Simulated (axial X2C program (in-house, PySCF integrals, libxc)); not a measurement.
**Testing model relations on MgAu⁺**

A bond curve at the PBE0 level, two-component, was computed with an in-house relativistic program for diatomic molecules (basis Au dyall-cv3z [13s14p9d6f4g], Mg dyall-cv3z [9s8p6d3f] (cores contracted in-house)) for the state Ω = 0 (closed shell). Its fit gives Re = 2.3741 Å, ωe = 330.8 cm⁻¹, ωexe = 1.45 cm⁻¹ and αe = 7.659e-04 cm⁻¹; the masses are 196.9666 and 23.9850 u. Two-component means X2C with spin–orbit coupling and atomic mean-field Coulomb and Gaunt terms.

Q: Find the reduced mass, Be and the force constant.

A: From the PBE0 values: μ = 21.3814 u. Be = 16.8576/(μ Re²) = 0.1399 cm⁻¹. k = 5.8918×10⁻⁷ μ ωe² = 1.38 mdyn/Å.

Q: A Morse curve ties αe to the other constants (Pekeris). How well does that hold?

A: αe(Morse) = 6Be²/ωe × (√(ωexe/Be) − 1) = 7.877e-04 cm⁻¹; the PBE0 curve gives 7.659e-04 cm⁻¹, a ratio of 1.03.

Q: Where do the fundamental and the first overtone lie?

A: ν(1←0) = ωe − 2ωexe = 327.9 cm⁻¹; ν(2←0) = 2ωe − 6ωexe = 652.9 cm⁻¹.

Q: Estimate the centrifugal constant by the Kratzer relation.

A: D = 4Be³/ωe² = 1.00e-07 cm⁻¹.

Q: Estimate De from a Morse curve and compare with the computed well depth of 2.450 eV to Au + Mg+.

A: De(Morse) = ωe²/(4ωexe) = 2.339 eV against 2.450 eV computed, a ratio of 0.95. For De the Morse form works well here.

The state is a single determinant with fixed occupations, the lowest that a limited PBE0 search found. De is counted from the lowest determinant-based energies of the atoms at the same level, without counterpoise correction.
